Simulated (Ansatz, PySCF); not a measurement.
Gas-phase reaction (SMILES): COC(C)(F)F + 5 [H][H] (H2) → 3 C (CH4) + 2 F (HF) + O (H2O); energy of full hydrogenation.

Geometries: B3LYP-D3(BJ)/def2-TZVP minima from Ansatz (an electronic-structure program), one conformer each, not searched for the lowest. Cores are frozen in the correlated levels unless marked. No spin-orbit coupling. No relativistic terms. CBS marks a two-point X^-3 extrapolation of the correlation energy; Hartree-Fock from the larger set. [CCSD(T)-MP2]/basis is that difference in the basis named. Thermal terms are rigid-rotor harmonic-oscillator values from B3LYP-D3(BJ) frequencies (PySCF) at 298.15 K and 1 atm. 1 Eh = 627.5095 kcal/mol.

```csv
species,"E, RI-MP2/CBS(cc-pVTZ,cc-pVQZ)+[CCSD(T)-MP2]/cc-pVTZ (Ansatz) (Eh)","E, PBE0-D4/def2-TZVPD (Ansatz + dftd4) (Eh)",H - E (Eh),G - E (Eh)
COC(C)(F)F,-392.51760,-392.60751,0.09995,0.06192
[H][H] (H2),-1.17529,-1.16831,0.01336,-0.00144
C (CH4),-40.46125,-40.47492,0.04840,0.02728
F (HF),-100.39237,-100.39487,0.01259,-0.00713
O (H2O),-76.37659,-76.38102,0.02495,0.00353
```

Question: Work out ΔE and ΔH, ΔG, ΔS and the equilibrium constant at 298.15 K at the first level, then ΔH at the second.

Answer: 
1. ΔE = [3×(-40.46125) + 2×(-100.39237) + (-76.37659)] - [(-392.51760) + 5×(-1.17529)] = -0.15103 Eh = -94.8 kcal/mol at RI-MP2/CBS(cc-pVTZ,cc-pVQZ)+[CCSD(T)-MP2]/cc-pVTZ.
2. The terms H - E add up to 0.02858 Eh, so ΔH = (-0.15103 + (0.02858))×627.5095 = -76.8 kcal/mol.
3. The terms G - E add up to 0.01639 Eh, so ΔG = -84.5 kcal/mol, and ΔS = (0.02858 - (0.01639))×627509.5/298.15 = 25.7 cal/(mol K).
4. log10 K = -ΔG/(RT ln 10) = 61.9, with RT ln 10 = 1.3642 kcal/mol.
5. At PBE0-D4/def2-TZVPD the same steps give ΔE = -91.9 and ΔH = -74.0 kcal/mol, a shift of +2.8 from the first level.
6. These values are not checked against measurement here, since the tables used lack a sound gas-phase enthalpy of formation for at least one species.
